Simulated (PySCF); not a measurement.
# Electron correlation in As²⁺ (arsenic, charge +2)

[Ar] 3d10 4s2 4p1, 2P determinant. Computed with PySCF 2.14 in x2c-SVPall, with the spin-free X2C one-electron Hamiltonian (Gaussian nucleus). Frozen: [Ar] 3d10; 3 electrons correlated.

MP2 pair energies summed by pair of shells (mhartree):

```csv
pair,energy,share (%)
4s-4s,-19.98,58.4
4s-4p,-14.21,41.6
```

Total MP2 correlation energy: -34.19 mhartree.

Same-spin part -2.14 and opposite-spin part -32.05 mhartree; SCS-MP2 scales them by 1/3 and 6/5 to -39.18 mhartree.

| level | correlation energy (mhartree) |
| --- | --- |
| CCSD | -49.63 |
| (T) | -0.45 |
| CCSD(T) | -50.08 |

Diagnostics: T1 = 0.0080, D1 = 0.0192, largest double amplitude 0.097.

Cost of the coupled-cluster step: 0.06 s of wall time on 1 thread of Intel(R) Xeon(R) 6975P-C (shared host), for 3 correlated electrons.
